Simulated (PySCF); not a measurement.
Compound: N-vinyl-2-pyrrolidone, C₆H₉NO.
SMILES: `C=CN1CCCC1=O`

A PySCF run (density fitting, gas phase, GFN2-xTB geometry) gave HOMO -6.65 eV, LUMO -0.34 eV, dipole 3.95 D.

Task: Which of these levels was it?
A. CAM-B3LYP/def2-SVPD
B. KT3/6-31G-J
C. BLYP/pcSseg-1
D. PBE0/def2-SVPD

Result: D. It is PBE0/def2-SVPD. All candidates on this geometry:

```json
{"level and settings": "BLYP/pcSseg-1", "kind": "GGA", "basis functions": "181", "SCF cycles": "17", "E (Eh)": "-363.8535", "HOMO (eV)": "-5.34", "LUMO (eV)": "-1.03", "dipole (D)": "3.65"}
{"level and settings": "KT3/6-31G-J, energy threshold 1e-08 Eh", "kind": "GGA", "basis functions": "132", "SCF cycles": "11", "E (Eh)": "-369.6675", "HOMO (eV)": "-5.29", "LUMO (eV)": "-0.86", "dipole (D)": "3.72"}
{"level and settings": "PBE0/def2-SVPD, start guess huckel", "kind": "global hybrid", "basis functions": "235", "SCF cycles": "14", "E (Eh)": "-363.3725", "HOMO (eV)": "-6.65", "LUMO (eV)": "-0.34", "dipole (D)": "3.95"}
{"level and settings": "CAM-B3LYP/def2-SVPD, energy threshold 1e-11 Eh", "kind": "range-separated hybrid", "basis functions": "235", "SCF cycles": "13", "E (Eh)": "-363.6068", "HOMO (eV)": "-7.92", "LUMO (eV)": "0.75", "dipole (D)": "4.02"}
```

The nearest other candidate, by the summed differences of HOMO and LUMO, is KT3/6-31G-J: its HOMO differs by +1.36 eV and its LUMO by -0.52 eV. Cycle counts include a coarse-grid stage where the run had one. KT3 was designed for NMR shieldings or shifts; total energies of different functionals aren't comparable.
